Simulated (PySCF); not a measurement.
Record of a relaxation.

Compound: [Rh(H2O)6]3+ (charge +3 and singlet state).
Bonds: Rh1–O2, Rh1–O5, Rh1–O8, Rh1–O11, Rh1–O14, Rh1–O17. Hydrogens: H3, H4 on O2; H6, H7 on O5; H9, H10 on O8; H12, H13 on O11; H15, H16 on O14; H18, H19 on O17.
The ion is multiply charged and has no counter-ions or solvent.

Method: PBE0-D3(BJ)/def2-SVP geometry optimisation, gas phase, def2 core potentials past Kr in PySCF; density fitting, grid level 1; the optimiser is geomeTRIC in internal coordinates, started from a GFN2-xTB structure with every atom displaced at random (about 0.03 Å). 4 of its 20 geometries are shown. The frame can shift and turn from step to step; on so coarse a grid that alone can change the energy by a few meV, and forces under 0.02 eV/Å are noise.

Step 0: E = -15432.6404 eV, largest atomic force 5.025 eV/Å
```
atom  x, y, z in Å  |  force x, y, z in eV/Å
Rh1     0.043   -0.083    0.022   -1.990   3.221  -0.748
O2     -0.072    0.088    2.033    2.474  -1.525   1.017
H3     -0.261    0.979    2.393    0.116   0.063   0.158
H4      0.743   -0.318    2.552   -2.304   1.167  -0.853
O5     -0.152   -0.197   -2.061   -0.309   1.947   2.078
H6      0.017   -1.031   -2.436    0.427  -2.329  -1.366
H7      0.146    0.504   -2.661    0.058   0.134  -0.337
O8      2.081   -0.012    0.048   -2.647   0.940   4.167
H9      2.497    0.647    0.661    0.204  -0.550  -0.788
H10     2.550   -0.161   -0.716    2.587  -0.455  -3.353
O11    -2.077    0.049    0.024    1.099  -0.151  -3.372
H12    -2.533   -0.254    0.789   -1.261  -0.656   1.445
H13    -2.588   -0.217   -0.836    0.944   0.545   1.994
O14    -0.177    2.043    0.052    4.286  -0.886  -0.882
H15    -1.045    2.358   -0.025   -2.749   1.087  -0.324
H16     0.436    2.641   -0.501   -1.227  -0.832   1.095
O17     0.078   -2.015    0.010   -0.334  -2.607   1.069
H18    -0.660   -2.545    0.463    0.922   0.740  -0.740
H19     0.910   -2.484    0.274   -0.298   0.147  -0.260
```

Step 6: E = -15433.5890 eV, largest atomic force 0.140 eV/Å
```
atom  x, y, z in Å  |  force x, y, z in eV/Å
Rh1    -0.007    0.008    0.009   -0.026  -0.047   0.031
O2     -0.103    0.164    2.035    0.002   0.025   0.044
H3     -0.288    1.025    2.461    0.035   0.025  -0.004
H4      0.412   -0.382    2.663   -0.051  -0.007  -0.044
O5     -0.067   -0.216   -2.013   -0.001   0.036   0.021
H6     -0.015   -1.103   -2.417    0.023  -0.053  -0.036
H7      0.152    0.455   -2.688   -0.030   0.027   0.016
O8      2.033    0.058    0.049    0.100   0.048   0.013
H9      2.561    0.612    0.657   -0.067  -0.010   0.075
H10     2.596   -0.125   -0.727   -0.026  -0.018  -0.108
O11    -2.036   -0.037    0.013    0.008   0.000  -0.140
H12    -2.570   -0.285    0.793   -0.002  -0.001   0.056
H13    -2.549   -0.230   -0.798    0.009   0.010   0.040
O14    -0.196    2.037   -0.060    0.078   0.002  -0.017
H15    -1.074    2.446   -0.185   -0.063  -0.004  -0.016
H16     0.479    2.655   -0.404   -0.013  -0.028   0.036
O17     0.161   -2.021    0.064    0.008   0.006   0.013
H18    -0.563   -2.624    0.327    0.023   0.029   0.007
H19     1.010   -2.442    0.303   -0.009  -0.039   0.014
```

Step 13: E = -15433.6149 eV, largest atomic force 0.044 eV/Å
```
atom  x, y, z in Å  |  force x, y, z in eV/Å
Rh1    -0.002   -0.004    0.007   -0.008  -0.011   0.029
O2     -0.169    0.280    2.013    0.040   0.008   0.005
H3     -0.176    1.183    2.388   -0.016   0.002   0.008
H4      0.116   -0.347    2.707   -0.014  -0.002  -0.017
O5      0.014   -0.297   -2.004    0.007   0.039  -0.015
H6      0.189   -1.164   -2.420   -0.005  -0.012   0.029
H7      0.056    0.404   -2.682    0.003  -0.016  -0.018
O8      2.034    0.068    0.070    0.018  -0.007   0.015
H9      2.554    0.441    0.808   -0.013   0.002   0.007
H10     2.597    0.061   -0.728   -0.001   0.002  -0.018
O11    -2.028   -0.079   -0.062   -0.011   0.025  -0.035
H12    -2.593   -0.199    0.727    0.011   0.011   0.016
H13    -2.522   -0.352   -0.860    0.005  -0.021   0.020
O14    -0.204    2.017   -0.146   -0.011   0.002  -0.015
H15    -1.073    2.411   -0.357   -0.002   0.011   0.008
H16     0.497    2.647   -0.403    0.004  -0.027  -0.002
O17     0.180   -2.024    0.167   -0.026   0.017   0.012
H18    -0.555   -2.613    0.429    0.013  -0.020  -0.016
H19     1.023   -2.442    0.431    0.006  -0.004  -0.014
```

Step 19: E = -15433.6182 eV, largest atomic force 0.022 eV/Å
```
atom  x, y, z in Å  |  force x, y, z in eV/Å
Rh1    -0.005    0.001    0.005    0.004   0.002  -0.006
O2     -0.111    0.322    2.009    0.001  -0.008  -0.002
H3     -0.095    1.221    2.393   -0.001   0.003  -0.005
H4      0.100   -0.330    2.704    0.003   0.006   0.004
O5     -0.012   -0.335   -1.997    0.019  -0.007   0.000
H6      0.124   -1.223   -2.382   -0.005   0.005  -0.002
H7      0.007    0.336   -2.705   -0.009   0.000   0.002
O8      2.032    0.028    0.035   -0.007  -0.007  -0.003
H9      2.564    0.384    0.774    0.002   0.001  -0.002
H10     2.580    0.037   -0.774    0.005   0.001   0.004
O11    -2.035   -0.016   -0.026   -0.002   0.002   0.021
H12    -2.571   -0.061    0.790   -0.006  -0.004  -0.004
H13    -2.559   -0.363   -0.775    0.008   0.001  -0.004
O14    -0.162    2.019   -0.192   -0.005   0.002   0.006
H15    -1.023    2.435   -0.394    0.005  -0.001  -0.004
H16     0.554    2.619   -0.477   -0.001   0.000  -0.003
O17     0.144   -2.019    0.205   -0.015   0.007  -0.004
H18    -0.589   -2.611    0.464    0.002  -0.004   0.003
H19     0.992   -2.451    0.427    0.002   0.003   0.001
```

Task: Summarise the path.

Result: The energy falls by 94.34 kJ/mol from step 0 to step 19; nine tenths of that is first reached at step 2. It falls at every step. The largest force goes from 5.025 to 0.022 eV/Å. Among the bonds Rh1–O14 changes most (a near tie, within 0.001 Å, with another), from 2.137 to 2.034 Å; the atoms move by 0.220 Å rms after alignment.

Task: Follow the three bonds and two angles with the largest change from start to end.

Result: 
| step | E above end (kJ/mol) | largest force (eV/Å) | Rh1–O14 (Å) | Rh1–O17 (Å) | Rh1–O11 (Å) | Rh1–O2–H4 (°) | Rh1–O8–H9 (°) |
| --- | --- | --- | --- | --- | --- | --- | --- |
| 0 | 94.34 | 5.025 | 2.137 | 1.932 | 2.124 | 114.6 | 116.7 |
| 1 | 13.91 | 1.052 | 2.075 | 2.031 | 2.050 | 120.2 | 131.4 |
| 2 | 8.97 | 0.401 | 2.035 | 2.047 | 2.027 | 121.8 | 119.3 |
| 3 | 6.65 | 0.223 | 2.038 | 2.046 | 2.033 | 122.3 | 123.2 |
| 4 | 5.47 | 0.176 | 2.041 | 2.045 | 2.033 | 122.9 | 124.3 |
| 5 | 3.92 | 0.151 | 2.040 | 2.041 | 2.032 | 124.1 | 124.7 |
| 6 | 2.82 | 0.140 | 2.038 | 2.037 | 2.029 | 124.9 | 124.5 |
| 7 | 2.15 | 0.071 | 2.035 | 2.035 | 2.028 | 125.4 | 124.1 |
| 8 | 1.86 | 0.044 | 2.034 | 2.034 | 2.028 | 125.5 | 124.1 |
| 9 | 1.63 | 0.053 | 2.034 | 2.034 | 2.028 | 125.7 | 124.2 |
| 10 | 1.33 | 0.057 | 2.034 | 2.034 | 2.029 | 125.8 | 124.5 |
| 11 | 0.95 | 0.074 | 2.036 | 2.034 | 2.030 | 125.9 | 124.7 |
| 12 | 0.56 | 0.069 | 2.037 | 2.034 | 2.029 | 126.0 | 124.8 |
| 13 | 0.32 | 0.044 | 2.037 | 2.034 | 2.029 | 125.9 | 124.6 |
| 14 | 0.19 | 0.048 | 2.036 | 2.034 | 2.028 | 125.9 | 124.4 |
| 15 | 0.12 | 0.041 | 2.035 | 2.035 | 2.028 | 125.8 | 124.2 |
| 16 | 0.08 | 0.030 | 2.034 | 2.035 | 2.028 | 125.8 | 124.1 |
| 17 | 0.03 | 0.028 | 2.033 | 2.036 | 2.028 | 125.7 | 124.1 |
| 18 | 0.01 | 0.028 | 2.033 | 2.036 | 2.029 | 125.7 | 124.1 |
| 19 | 0.00 | 0.022 | 2.034 | 2.035 | 2.030 | 125.8 | 124.0 |

The cost below is that of the whole optimisation. The run took 4.8 min on one thread, Intel Xeon 6975P-C (x86_64), on a shared host, and the process peaked at 0.76 GiB of memory.
